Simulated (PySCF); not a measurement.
Isomers of C5H4F4O2, mass 172.015 u with the commonest isotopes. The calculation used PySCF 2.14.0, PBE0-D3(BJ)/def2-SVP geometry optimisation, gas phase. One conformer each, none proved a minimum here; rigid rotors.

Task: Order these by rotational constant C, largest first.
A. `[F:1][C@@H:2]1[CH:3]=[CH:4][O:5][C@@H:6]1[O:7][C:8]([F:9])([F:10])[F:11]` with O5–C6–O7–C8 87°
B. `[O:1]=[C:2]([C@@H:3]1[O:4][CH2:5][C@H:6]1[F:7])[C:8]([F:9])([F:10])[F:11]` with O1–C2–C3–O4 -159°
C. `[CH2:1]=[C:2]([O:3][CH:4]([F:5])[F:6])[C:7](=[O:8])[CH:9]([F:10])[F:11]` with C1–C2–O3–C4 -27°, C2–O3–C4–F5 -165°, C1–C2–C7–O8 -10°, C2–C7–C9–F10 177°
D. `[F:1][C:2]1=[C:3]([O:4][CH:5]([F:6])[F:7])[O:8][CH2:9][C@H:10]1[F:11]` with C2–C3–O4–C5 -147°, C3–O4–C5–F6 -175°, C2–C3–O8–C9 7°, C3–O8–C9–C10 -17°, O8–C9–C10–F11 -99°, F1–C2–C10–C9 171°

Result: B (700.8 MHz), A (657.2 MHz), D (561.3 MHz), C (528.7 MHz).

Task: Order these by rotational constant A, smallest first.
A. `[O:1]=[C:2]1[C@H:3]([C:4]([F:5])([F:6])[F:7])[O:8][C@@H:9]1[CH2:10][F:11]` with O8–C9–C10–F11 80°
B. `[O:1]=[C:2]([C@@H:3]1[O:4][CH2:5][C@H:6]1[F:7])[C:8]([F:9])([F:10])[F:11]` with O1–C2–C3–O4 -159°
C. `[F:1][C@@H:2]1[CH:3]=[CH:4][O:5][C@@H:6]1[O:7][C:8]([F:9])([F:10])[F:11]` with O5–C6–O7–C8 87°
D. `[CH2:1]=[C:2]([O:3][CH:4]([F:5])[F:6])[C:7](=[O:8])[CH:9]([F:10])[F:11]` with C1–C2–O3–C4 -27°, C2–O3–C4–F5 -165°, C1–C2–C7–O8 -10°, C2–C7–C9–F10 177°
E. `[F:1][C:2]1=[C:3]([O:4][CH:5]([F:6])[F:7])[O:8][CH2:9][C@H:10]1[F:11]` with C2–C3–O4–C5 -147°, C3–O4–C5–F6 -175°, C2–C3–O8–C9 7°, C3–O8–C9–C10 -17°, O8–C9–C10–F11 -99°, F1–C2–C10–C9 171°

Result: A (1834 MHz), D (1892 MHz), B (1972 MHz), C (2101 MHz), E (2280 MHz).

Task: Order these by dipole moment, largest first.
A. `[F:1][C@@H:2]1[CH:3]=[CH:4][O:5][C@@H:6]1[O:7][C:8]([F:9])([F:10])[F:11]` with O5–C6–O7–C8 87°
B. `[CH2:1]=[C:2]([O:3][CH:4]([F:5])[F:6])[C:7](=[O:8])[CH:9]([F:10])[F:11]` with C1–C2–O3–C4 -27°, C2–O3–C4–F5 -165°, C1–C2–C7–O8 -10°, C2–C7–C9–F10 177°
C. `[F:1][C:2]1=[C:3]([O:4][CH:5]([F:6])[F:7])[O:8][CH2:9][C@H:10]1[F:11]` with C2–C3–O4–C5 -147°, C3–O4–C5–F6 -175°, C2–C3–O8–C9 7°, C3–O8–C9–C10 -17°, O8–C9–C10–F11 -99°, F1–C2–C10–C9 171°
D. `[O:1]=[C:2]([C@@H:3]1[O:4][CH2:5][C@H:6]1[F:7])[C:8]([F:9])([F:10])[F:11]` with O1–C2–C3–O4 -159°
E. `[O:1]=[C:2]1[C@H:3]([C:4]([F:5])([F:6])[F:7])[O:8][C@@H:9]1[CH2:10][F:11]` with O8–C9–C10–F11 80°

Result: C (3.33 D), A (3.10 D), B (2.46 D), D (2.30 D), E (1.35 D).

```tsv
SMILES	point group	Ia (u·Å²)	Ib (u·Å²)	Ic (u·Å²)	κ	μa (D)	μb (D)	μc (D)
O=C([C@@H]1OC[C@H]1F)C(F)(F)F	C1	256.31	631.26	721.10	-0.84	1.69	1.26	0.93
F[C@@H]1C=CO[C@@H]1OC(F)(F)F	C1	240.57	647.63	768.98	-0.83	2.49	1.12	1.46
FC1=C(OC(F)F)OC[C@H]1F	C1	221.68	799.77	900.44	-0.92	0.60	3.07	1.15
C=C(OC(F)F)C(=O)C(F)F	C1	267.14	747.11	955.91	-0.78	2.28	0.73	0.57
O=C1[C@H](C(F)(F)F)O[C@@H]1CF	C1	275.58	670.63	782.37	-0.82	0.34	1.01	0.82
```
